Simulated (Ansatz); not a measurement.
`C[CH2][Al]([F])[CH2]C` at its PBE0-D4/def2-TZVP geometry, where that method's forces vanish. Total charge 0; spin multiplicity 1.

```xyz
16

C    -0.8408   -1.6484   -1.6984
C     0.2511   -1.9252   -0.6643
Al    0.6846   -0.4335    0.5195
F     1.8694   -0.6915    1.6531
C    -0.1605    1.3266    0.4760
C     0.3329    2.3533    1.4948
H    -0.5702   -0.8241   -2.3643
H    -1.0398   -2.5189   -2.3305
H    -1.7875   -1.3724   -1.2257
H    -0.0253   -2.7826   -0.0373
H     1.1773   -2.2404   -1.1617
H    -1.2431    1.1722    0.5835
H    -0.0492    1.7179   -0.5448
H     1.4004    2.5556    1.3783
H     0.1929    2.0028    2.5201
H    -0.1923    3.3087    1.4018
```

Problem. What forces (eV/Å) does PBE-D4/def2-TZVPP give on these atoms in Ansatz 0.2.0? (Estimate.)

Solution. Computed: 
```
C1  -0.001  0.010  0.004
C2   0.008  0.033  0.024
Al3 -0.229  0.044 -0.222
F4   0.356 -0.072  0.343
C5   0.026 -0.038  0.009
C6   0.004 -0.001  0.004
H7   0.041  0.159 -0.135
H8  -0.049 -0.170 -0.134
H9  -0.189  0.056  0.080
H10 -0.039 -0.165  0.123
H11  0.181 -0.066 -0.083
H12 -0.206 -0.035  0.006
H13  0.011  0.064 -0.199
H14  0.207  0.046 -0.013
H15 -0.022 -0.058  0.203
H16 -0.099  0.197 -0.009
```
